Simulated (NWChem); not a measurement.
InH₃Se; SMILES [SeH][InH2]

All runs: NWChem. Geometry: optimised at PBE-D3(BJ)/def2-SVP. def2 effective core potentials on In; no spin-orbit coupling. Level PBE/def2-SVP: energy and gradient on several grids; changes count from the extra-fine grid, which is no exact limit either.

```tsv
grid	size of the energy change (μHa)	largest change of a gradient component (μHa/bohr)
xcoarse	4000	900
coarse	300	1000
medium	50	200
fine	< 10	< 30
xfine	< 10	< 30
```
